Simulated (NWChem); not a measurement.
Molecule: SiH₄O; SMILES O[SiH3]

Computed with NWChem. The geometry was optimised at PBE0/def2-SVP. Ions are spin-unrestricted doublets at the neutral geometry; other ion states weren't tried.

Question: What does the run give for BHandHLYP/def2-SVP? Quantities: vertical ionisation energy, ΔSCF (eV); −ε(HOMO) (eV).

Answer: 
| Item | Result |
|---|---|
| vertical ionisation energy, ΔSCF (eV) | 11.35 |
| −ε(HOMO) (eV) | 10.04 |
